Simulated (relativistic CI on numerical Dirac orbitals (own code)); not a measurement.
Calculated at this level of theory: Dirac-Coulomb-Breit CI, orbitals from a KLI potential per configuration, QED by a radiative potential, unscaled Slater integrals (own radial code, finite nucleus).

Configuration list (outside the closed core [Ar] 3d10): 4s2 4p6 4d10 4f12, 4s2 4p6 4d10 4f11 5s, 4s2 4p6 4d10 4f10 5s2, 4s2 4p6 4d10 4f11 5p, 4s2 4p6 4d10 4f10 5s 5p, 4s2 4p6 4d9 4f13, 4s2 4p6 4d10 4f10 5p2, 4s2 4p6 4d10 4f10 5s 5d, 4s2 4p6 4d10 4f11 5d, 4s2 4p6 4d8 4f14, 4s2 4p6 4d9 4f11 5s2, 4s2 4p6 4d10 4f11 5f, 4s2 4p5 4d10 4f13, 4s2 4p6 4d10 4f11 6s, 4s2 4p6 4d9 4f12 5s, 4s2 4p6 4d10 4f11 6p, 4s2 4p6 4d10 4f11 5g, 4s2 4p6 4d9 4f12 5p, 4s2 4p6 4d10 4f11 6d, 4s 4p6 4d10 4f13, 4s2 4p6 4d8 4f13 5s, 4s2 4p6 4d10 4f11 7s, 4s2 4p4 4d10 4f14, 4s2 4p6 4d10 4f11 6g, 4s2 4p5 4d10 4f12 5s, 4s2 4p5 4d9 4f14, 4s 4p6 4d10 4f11 5s2, 4p6 4d10 4f14, 4s 4p6 4d9 4f14, 4s 4p6 4d10 4f12 5s, 4s 4p6 4d9 4f13 5s, 4s 4p5 4d10 4f14, 4s 4p6 4d10 4f12 6s, 4s 4p6 4d10 4f12 7s. Levels of other configurations are missing.

At this charge transitions that keep the count of f electrons are usually good to a few per cent. Terms inside the open d or f shell come out 10 to 20 % too wide with unscaled integrals. Levels that differ in their count of f electrons can be misplaced by several ten thousand cm⁻¹, since the correlation energy of f electrons is missing or only estimated; rates across such gaps can be off by orders of magnitude.

Outline of the computed level scheme of Hg XXIII. Lowest level of each configuration: 4s2 4p6 4d10 4f12 3H_6 at 0.0000 eV; 4s2 4p6 4d10 4f11 5s 5I°_8 at 43.8906 eV.

Some strong electric-dipole decays among the lowest 45 levels: 4s2 4p6 4d10 4f11 5s 5G°_3 → 4s2 4p6 4d10 4f12 3F_2 (8.4e+04 s⁻¹); 4s2 4p6 4d10 4f11 5s 3G°_5 → 4s2 4p6 4d10 4f12 3H_6 (6.4e+04 s⁻¹); 4s2 4p6 4d10 4f11 5s 3D°_1 → 4s2 4p6 4d10 4f12 3F_2 (6.1e+04 s⁻¹); 4s2 4p6 4d10 4f11 5s 3D°_3 → 4s2 4p6 4d10 4f12 3F_4 (5.5e+04 s⁻¹); 4s2 4p6 4d10 4f11 5s 3S°_1 → 4s2 4p6 4d10 4f12 3F_2 (5.0e+04 s⁻¹); 4s2 4p6 4d10 4f11 5s 5S°_2 → 4s2 4p6 4d10 4f12 3F_2 (4.8e+04 s⁻¹); 4s2 4p6 4d10 4f11 5s 5F°_3 → 4s2 4p6 4d10 4f12 3F_4 (4.3e+04 s⁻¹); 4s2 4p6 4d10 4f11 5s 3H°_4 → 4s2 4p6 4d10 4f12 3H_4 (3.6e+04 s⁻¹).

LS names give the leading component of a level, which can be under half, so a name can repeat, a term be missing and a line seem to break the LS rules.
